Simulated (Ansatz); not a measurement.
The same path of FH3Si + H5NSi (12 atoms, charge 0, multiplicity 1) was run twice with different band settings. Lost on the way: Si1–F2, N6–H12. Made: Si1–N6, F2–H12.

Theory: RHF/6-31G* in Ansatz.

Relaxed end points:

```xyz
12
Properties=species:S:1:pos:R:3
Si 0.650 -0.024 -0.384
F 0.641 -0.902 0.956
H 1.989 -0.152 -0.982
H 0.391 1.380 -0.046
H -0.359 -0.550 -1.311
N -2.347 -0.122 1.470
H -2.944 -0.788 1.023
Si -3.050 1.221 2.302
H -3.796 0.882 3.537
H -1.965 2.145 2.679
H -3.999 1.888 1.389
H -1.549 -0.579 1.860
```

```xyz
12
Properties=species:S:1:pos:R:3
Si -0.449 0.417 -0.318
F -0.395 -1.662 2.520
H 0.652 1.011 0.455
H -0.833 1.349 -1.400
H -0.037 -0.859 -0.925
N -1.774 0.096 0.790
H -2.485 -0.489 0.387
Si -2.398 1.201 2.003
H -3.159 0.429 2.998
H -1.245 1.868 2.626
H -3.292 2.224 1.423
H -0.924 -1.184 1.933
```

Common settings: movable images 5; climbing image yes; optimiser quadratic models (default); start path through a guess of the saddle point; force threshold 0.03 eV/Å; iteration limit 60; end points relaxed.

| run | spring |
| --- | --- |
| 1 | 5.0 eV/Å² |
| 2 | 0.1 eV/Å² |

What does each run give, and how far can it be trusted?

Run 1: converged after 22 iterations, highest image 2.133 eV above the first end. A vibrational analysis at the climbing image gives one clearly imaginary mode, 1077i cm⁻¹: a first-order saddle point.
Run 2: converged after 34 iterations, highest image 2.140 eV above the first end. The profile has 2 maxima (images 3, 5) with wells between them (image 4): this band takes more than one step, which may be the mechanism or a detour left from its start path. Neighbouring images differ by up to 1.4 eV, so the band resolves the path poorly. The order of the stationary point at the top wasn't checked.
The orbitals stay closed-shell, which can raise the energy where a bond breaks towards radicals; this wasn't checked here.
